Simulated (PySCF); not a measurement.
# Diatomics of Ge with the chalcogens

r²SCAN with triple-zeta basis sets in PySCF, for the lowest determinant that a PBE0 search found; no spin–orbit coupling. De refers to high-spin ground-configuration atoms. A positive dipole means M(−)Ge(+).

```csv
M,basis,state (unpaired electrons),Re (Å),ωe (cm⁻¹),De (eV),μ (D)
O,def2-TZVPP,singlet (closed shell),1.629,1006,6.90,3.15
S,def2-TZVPP,singlet (closed shell),2.019,584,5.82,2.03
Se,x2c-TZVPPall,singlet (closed shell),2.138,409,5.26,1.77
Te,def2-TZVPPD,singlet (closed shell),2.342,330,4.50,1.04
```

The shortest bond is that of GeO (1.629 Å), the longest that of GeTe (2.342 Å). GeO is bound most strongly (6.90 eV) and GeTe least (4.50 eV).

The rows differ in basis set, which adds steps of its own.

Relativity is treated differently too: O no relativity; S no relativity; Se spin-free X2C; Te scalar-relativistic core potentials.

Down a group bonds as a rule get longer and wavenumbers fall, partly through the reduced mass; this series shows no clear exception.

Spin–orbit coupling is left out, which matters for elements this heavy, above all for dissociation energies.
